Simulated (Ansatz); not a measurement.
Cost and result up the ladder for Si4S4 (8 atoms). Charge 0, multiplicity 1. Geometry: PBE-D4/def2-SVP.

```xyz
8

Si    1.591   -1.317   -2.311
Si    1.203   -0.293    1.307
Si    0.042    0.846   -0.376
Si   -2.398    0.739    1.816
S    -0.858   -0.724    2.188
S    -1.712    1.955    0.032
S     0.616    0.727   -2.408
S     1.516   -1.933   -0.247
```

Ansatz on 4 threads of Intel Xeon 6975P-C on a shared host. Times are rough, and most runs start from the orbitals of an earlier one. PBE0-D4/def2-TZVP serves as the yardstick here, not as an exact answer. Differences are given only for rows in sets of like size (and for xTB, whose basis is part of the method), since another set adds its own error. Binding counts from free atoms at the same level (Si triplet, S triplet; other spins of the atoms weren't run), without zero-point energy or a counterpoise term.

Correlated methods freeze 40 core orbitals. The rows differ in basis, and correlated rows in double-zeta sets carry the largest basis error. Another isomer (singlet) lies 0.64 eV lower at PBE0-D4/def2-TZVP; other spin states weren't run for this one.

Correlated methods converge slowly with the basis, most of all in double-zeta sets.

```
                         level  functions  binding energy per atom (eV)  difference from PBE0-D4/def2-TZVP (eV)           remarks
           r2SCAN-D4/def2-TZVP        296                          3.69                                    0.00                 –
             PBE0-D4/def2-TZVP        296                          3.68                                    0.00                 –
              CCSD(T)/def2-SVP        144                          3.09                                       –  large T1 (0.026)
              B2PLYP/def2-TZVP        296                          3.48                                   -0.20                 –
            PBE-QIDH/def2-TZVP        296                          3.59                                   -0.10                 –
PBE-D4/def2-TZVP (with forces)        296                          3.83                                    0.15                 –
```

Task: Estimate how long each takes.

Result: PBE-D4/def2-TZVP (with forces) 3.3 s; r2SCAN-D4/def2-TZVP 6 s; PBE0-D4/def2-TZVP 8 s; PBE-QIDH/def2-TZVP 9 s; B2PLYP/def2-TZVP 10 s; CCSD(T)/def2-SVP 10 s. On shared hardware such times vary by a factor of up to 3.
